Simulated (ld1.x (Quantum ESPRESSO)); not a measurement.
# How hard is this bismuth (Bi) PAW potential?

| Item | Value |
| --- | --- |
| Element | Bi |
| Generator | ld1.x (Quantum ESPRESSO) 7.5 |
| Type | PAW |
| Functional | PBE |
| Relativity | scalar-relativistic |
| Frozen core | [Xe] 4f14 |
| Valence charge | 15 |
| Reference configuration | 5d10 6s2 6p3 |
| Partial waves | 6s (bound): rcut 1.65, rcutus 1.85 bohr; 6s channel at 0.05 Ry: rcut 1.65, rcutus 1.85 bohr; 6p (bound): rcut 1.90, rcutus 2.20 bohr; 6p channel at 1 Ry: rcut 1.90, rcutus 2.20 bohr; 5d (bound): rcut 1.95, rcutus 2.10 bohr; 5d channel at -1.55 Ry: rcut 1.95, rcutus 2.10 bohr |
| Local potential | all-electron potential smoothed inside 1.70 bohr (lloc = -1) |
| Core correction | Bessel-smoothed model core, default radius (core density twice the valence density) |
| Augmentation charge | PSQ, inside the norm-conserving radii |

The pseudo-atom Hamiltonian at the reference potential is diagonalised in spherical Bessel functions j_l(qr) that vanish at 20 bohr, with q² up to the cutoff. All-electron valence levels (Ry): 6s -1.0640, 6p -0.3359, 5d -1.9905.

**Question.** How do the lowest levels (Ry) of each channel move with the cutoff, and are there ghosts?

**Answer.**

```tsv
cutoff (Ry)	s #1	s #2	p #1	p #2	d #1	f #1	f #2	Σ f·Δε (mRy)
8	-1.0592	-0.0481	-0.3344	0.0222	-1.3708	0.1073	0.2258	6211.6
12	-1.0626	-0.7775	-0.3358	0.0221	-1.8152	0.1073	0.2257	1756.5
21	-3.4761	-1.0636	-0.3359	0.0221	-1.9851	0.1073	0.2257	55.3
30	-4.2103	-1.0639	-0.3360	0.0221	-1.9898	0.1073	0.2257	7.0
45	-4.4599	-1.0640	-0.3360	0.0221	-1.9904	0.1073	0.2257	0.8
55	-4.4711	-1.0640	-0.3360	0.0221	-1.9905	0.1073	0.2257	0.6
400	-4.4731	-1.0641	-0.3360	0.0221	-1.9905	0.1073	0.2257	0.0
```

Result: ghost state, extra bound levels that the all-electron valence spectrum of the same l lacks: s at -60.9 eV (a true bound ghost makes a file unfit for plane-wave use); 10 mRy is reached at 30 Ry and 1 mRy at 45 Ry.
